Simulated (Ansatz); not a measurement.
A nudged elastic band was laid between two geometries of C$_{3}$H$_{9}$BFN (15 atoms, charge 0, multiplicity 1).

Method: RKS B3LYP/STO-3G (Ansatz).

```
movable images  : 5
climbing image  : yes
spring          : 5.0 eV/Å²
optimiser       : quadratic models (default)
start path      : IDPP
force threshold : 0.05 eV/Å
iteration limit : 50
end points      : relaxed
```

Image 0:

```xyz
15
Properties=species:S:1:pos:R:3
C -0.723 1.080 1.382
C 0.285 -0.090 1.136
B 0.223 -0.578 -0.378
N 0.025 -1.916 -0.696
C 0.409 0.479 -1.589
F 0.139 1.832 -1.231
H -0.547 1.569 2.353
H -1.762 0.716 1.364
H -0.595 1.814 0.566
H 1.301 0.291 1.346
H 0.101 -0.908 1.853
H -0.079 -2.667 0.017
H -0.029 -2.289 -1.666
H 1.463 0.415 -1.966
H -0.232 0.202 -2.464
```

Image 6:

```xyz
15
Properties=species:S:1:pos:R:3
C -0.477 1.266 1.333
C 0.517 0.093 1.049
B 0.172 -0.624 -0.329
N 0.013 -2.002 -0.402
C 0.018 0.236 -1.691
F -0.217 1.627 -1.483
H -1.476 0.882 1.591
H -0.561 1.869 0.411
H -0.128 1.902 2.161
H 1.533 0.523 0.981
H 0.529 -0.609 1.900
H 0.117 -2.637 0.416
H -0.215 -2.523 -1.274
H 0.953 0.122 -2.300
H -0.801 -0.176 -2.333
```

Q: What changes between the two ends?

A: No bond is made or broken. The dihedral H7–C1–C2–B3 goes from -168 to 71°. The two ends are copies of one structure, up to a mirror image or an exchange of like atoms.

Q: Give the energies along the band, and the barrier.

A: The run converged. The highest image is number 3 of 0 to 6, 0.161 eV above the ends, which have the same energy within 2 meV. A vibrational analysis at the climbing image gives one clearly imaginary mode, 250i cm⁻¹, and a faint second one (32i cm⁻¹) that may be numerical noise or a soft torsion: probably a first-order saddle point. Limits of this set-up: minimal basis.

```
image  path coordinate (Å)  energy (eV)  dihedral H7–C1–C2–B3 (°)
    0                 0.00        0.000                      -168
    1                 0.69        0.039                       172
    2                 1.38        0.115                       149
    3                 2.06        0.161                       125
    4                 2.63        0.121                       105
    5                 3.19        0.034                        87
    6                 3.76        0.000                        71
```

Q: What is the geometry of the highest image?

A: 
```xyz
15
Properties=species:S:1:pos:R:3
C -0.547 1.258 1.381
C 0.482 0.116 1.033
B 0.189 -0.604 -0.357
N 0.038 -1.986 -0.408
C 0.089 0.220 -1.743
F -0.190 1.604 -1.579
H -1.011 1.082 2.363
H -1.352 1.325 0.635
H -0.051 2.239 1.413
H 1.493 0.561 1.000
H 0.500 -0.616 1.858
H 0.111 -2.605 0.425
H -0.151 -2.523 -1.279
H 1.059 0.109 -2.296
H -0.681 -0.232 -2.418
```

The run took 2.6 min on 1 thread of Intel(R) Xeon(R) Platinum 8375C CPU @ 2.90GHz (Ice Lake), with other jobs on the host, peak memory 0.12 GiB.
